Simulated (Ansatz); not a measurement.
## C2H11NSi2: where a starting geometry ends

The starting geometry of this gas-phase singlet was optimised with GFN2-xTB; its bonds are those of `C[SiH2]N(C)[SiH3]`.

```json
{"atom": "C", "x (Å)": "-0.6966", "y (Å)": "-1.4685", "z (Å)": "1.2611"}
{"atom": "C", "x (Å)": "-1.1886", "y (Å)": "0.7621", "z (Å)": "-1.4944"}
{"atom": "N", "x (Å)": "-1.8985", "y (Å)": "0.8661", "z (Å)": "-0.2348"}
{"atom": "Si", "x (Å)": "-2.2601", "y (Å)": "-0.6355", "z (Å)": "0.5700"}
{"atom": "Si", "x (Å)": "-1.9241", "y (Å)": "2.4378", "z (Å)": "0.4939"}
{"atom": "H", "x (Å)": "0.0354", "y (Å)": "-1.6510", "z (Å)": "0.4785"}
{"atom": "H", "x (Å)": "-0.2214", "y (Å)": "-0.8466", "z (Å)": "2.0155"}
{"atom": "H", "x (Å)": "-0.9283", "y (Å)": "-2.4246", "z (Å)": "1.7206"}
{"atom": "H", "x (Å)": "-2.8744", "y (Å)": "-1.5029", "z (Å)": "-0.4460"}
{"atom": "H", "x (Å)": "-3.1981", "y (Å)": "-0.3144", "z (Å)": "1.6435"}
{"atom": "H", "x (Å)": "-0.1095", "y (Å)": "0.6531", "z (Å)": "-1.3440"}
{"atom": "H", "x (Å)": "-1.5413", "y (Å)": "-0.1025", "z (Å)": "-2.0569"}
{"atom": "H", "x (Å)": "-1.3542", "y (Å)": "1.6557", "z (Å)": "-2.0962"}
{"atom": "H", "x (Å)": "-2.3910", "y (Å)": "3.3723", "z (Å)": "-0.5345"}
{"atom": "H", "x (Å)": "-0.5854", "y (Å)": "2.8584", "z (Å)": "0.9379"}
{"atom": "H", "x (Å)": "-2.8384", "y (Å)": "2.3591", "z (Å)": "1.6263"}
```

**Question.** Predict what it relaxes into with B3LYP/def2-SVP.

**Answer.** It keeps its bonds, and is `C[SiH2]N(C)[SiH3]`.

The energy falls by 0.12 eV over 10 steps:

```csv
step,E − E(last) (eV)
1,0.124
2,0.015
3,0.006
4,0.005
5,0.004
6,0.002
7,0.001
8,0.000
9,0.000
10,0.000
```

Final geometry (Å):

| atom | x (Å) | y (Å) | z (Å) |
| --- | --- | --- | --- |
| C | -0.7343 | -1.5929 | 1.2412 |
| C | -1.0791 | 0.7863 | -1.4838 |
| N | -1.7803 | 0.8863 | -0.1968 |
| Si | -2.2170 | -0.6137 | 0.6077 |
| Si | -1.9857 | 2.4945 | 0.4617 |
| H | -0.0450 | -1.8560 | 0.4220 |
| H | -0.1675 | -1.0191 | 1.9925 |
| H | -1.0697 | -2.5336 | 1.7100 |
| H | -2.9572 | -1.4725 | -0.3707 |
| H | -3.1137 | -0.2644 | 1.7461 |
| H | 0.0229 | 0.7964 | -1.3778 |
| H | -1.3509 | -0.1441 | -2.0125 |
| H | -1.3517 | 1.6209 | -2.1544 |
| H | -2.6698 | 3.3753 | -0.5360 |
| H | -0.6776 | 3.1504 | 0.7855 |
| H | -2.7979 | 2.4047 | 1.7059 |

No frequencies were run, so the end isn't proven a minimum. Run with Ansatz 0.2.0, 92 s on 2 threads of Intel(R) Xeon(R) Processor @ 2.50GHz (Skylake/Cascade Lake), with other jobs on the host.
